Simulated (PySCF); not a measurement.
CH5B2F.
SMILES with atom numbers: `[BH2:1][CH2:2][BH:3][F:4]` (hydrogens: H5, H6 on B1; H7, H8 on C2; H9 on B3)

Torsions of this conformer, `[BH2:1][CH2:2][BH:3][F:4]`: B1–C2–B3–F4 -110°.

The closed-shell ground state was solved at several levels (PySCF, density fitting, gas phase, non-relativistic). Isolated species at its PBE0-D3(BJ)/def2-SVP geometry (one conformer only).

```
             level  basis functions  total energy (Eh)  HOMO (eV)  LUMO (eV)  gap (eV)  dipole (D)
         KT2/pcJ-1              158          -193.7024      -7.62      -2.81      4.81        1.07
CAM-B3LYP/pcSseg-2              214          -190.6866     -10.42      -0.74      9.68        1.23
   PBE0/def2-TZVPD              196          -190.5419      -8.96      -1.82      7.14        1.20
      PBE0/cc-pVTZ              190          -190.5349      -8.93      -1.78      7.15        1.16
  wB97X-D/pcSseg-2              214          -190.7128     -10.88       0.09     10.97        1.20
  LC-wPBE/pcSseg-2              214          -190.6446     -11.77       0.48     12.25        1.22
       B3LYP/pcJ-0               67          -190.3674      -8.91      -2.07      6.84        1.12
       PBE0/STO-3G               25          -187.9537      -6.24       1.43      7.67        0.76
PBE0/6-311+G(2d,p)              138          -190.5246      -8.98      -1.84      7.14        1.23
   CAM-B3LYP/pcJ-1              158          -190.6130     -10.44      -0.70      9.74        1.15
     PBE0/pcSseg-0               46          -190.0448      -9.11      -1.86      7.25        1.15
```

(1) Estimate the row for PBE0/6-31+G*, a basis of 82 functions; the other rows only guide the guess.

(2) Over all these levels, which gives the widest orbital gap and which the narrowest?

(3) How much does the basis alone move the frontier levels among the 6 PBE0 rows (the withheld one included)?

(4) How far do the dipole and the HOMO energy spread over the levels?

## Answers

(1) Total energy -190.4695 Eh, HOMO -8.95 eV, LUMO -1.78 eV, gap 7.17 eV, dipole 1.23 D.

(2) LC-wPBE/pcSseg-2 (range-separated hybrid) has the widest, 12.25 eV, and KT2/pcJ-1 (GGA) the narrowest, 4.81 eV. Functional and basis both differ between the two, so the spread mixes both effects.

(3) The HOMO by 2.87 eV and the LUMO by 3.29 eV. By rising basis size (HOMO, LUMO in eV): STO-3G -6.24, 1.43; pcSseg-0 -9.11, -1.86; 6-31+G* -8.95, -1.78; 6-311+G(2d,p) -8.98, -1.84; cc-pVTZ -8.93, -1.78; def2-TZVPD -8.96, -1.82.

(4) The dipole runs from 0.76 to 1.23 D (mean 1.14 D) and the HOMO from -11.77 to -6.24 eV.

The pairwise dispersion term of wB97X-D wasn't added to the energies; at a given geometry it leaves orbitals and properties as they are.
